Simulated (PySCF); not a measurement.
## Vibration and rotation of HfH

PBE0 constants of HfH, ²Δ (doublet), unpaired electrons δ ↑ (PySCF, scalar-relativistic core potentials, basis sets Hf cc-pVDZ-PP with ECP60, H cc-pVDZ; masses 179.9465 and 1.0078 u):

| Item | Value |
| --- | --- |
| ωe | 1691.9 cm⁻¹ |
| ωexe | 23.1 cm⁻¹ |
| Be | 5.0594 cm⁻¹ |
| αe | 0.114 cm⁻¹ |
| D (centrifugal) | 0.000181 cm⁻¹ |

Task: Give the vibrational terms G(v) and spacings up to v = 6.

Result: G(v) = ωe(v+½) − ωexe(v+½)².

```tsv
v	G(v) (cm⁻¹)	G(v) − G(v−1)	Bv (cm⁻¹)
0	840		5.002
1	2486	1646	4.888
2	4085	1599	4.774
3	5639	1553	4.660
4	7146	1507	4.546
5	8607	1461	4.432
6	10021	1415	4.318
```

De is left out where the level can put another filling of the metal’s s and d shells below the measured ground configuration, by anything from nothing to about 1 eV. These are scalar-relativistic numbers at best; spin–orbit coupling would shift them, the dissociation energy most. With d or f electrons several states lie close, and the lowest PBE0 determinant need not be the measured ground state.
